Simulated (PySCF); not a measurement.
Sn(F)(OH)3 (FH₃O₃Sn), SMILES [OH][Sn]([OH])([OH])[F]. Atoms are numbered in the order given.

```xyz
8

O     -1.2574     0.8416    -1.2502
Sn     0.0124     0.0147    -0.0147
O      0.8843     1.3651     1.0984
O      1.3363    -1.0499    -0.9822
F     -0.9753    -1.1717     1.1482
H     -1.7361     0.1798    -1.7654
H      0.2435     1.8675     1.6175
H      1.9473    -1.4928    -0.3797
```
Charge 0, spin multiplicity 1.

Geometry optimised at PBE0-D3(BJ)/def2-SVP. The structure was generated by enumeration; whether it is a known compound was not checked. The def2 effective core potentials stand for the cores of Sn; spin–orbit coupling is left out. The values are those of a single conformer.

Computed with PySCF with CAM-B3LYP/def2-TZVP.

ESP charges are fitted to the potential on shells at 1.4 to 2.0 van der Waals radii. Atomic charges (e):

| atom | Mulliken | ESP fit |
|---|---|---|
| O1 | (withheld) | -0.71 |
| Sn2 | (withheld) | 1.31 |
| O3 | (withheld) | -0.71 |
| O4 | (withheld) | -0.71 |
| F5 | (withheld) | -0.46 |
| H6 | (withheld) | 0.42 |
| H7 | (withheld) | 0.42 |
| H8 | (withheld) | 0.42 |

### Question
What belongs in the gaps? (Estimate from the structure and the level; the computed values follow.)

### Answer

- O1, Mulliken: -0.65
- Sn2, Mulliken: 1.45
- O3, Mulliken: -0.65
- O4, Mulliken: -0.65
- F5, Mulliken: -0.48
- H6, Mulliken: 0.33
- H7, Mulliken: 0.33
- H8, Mulliken: 0.33
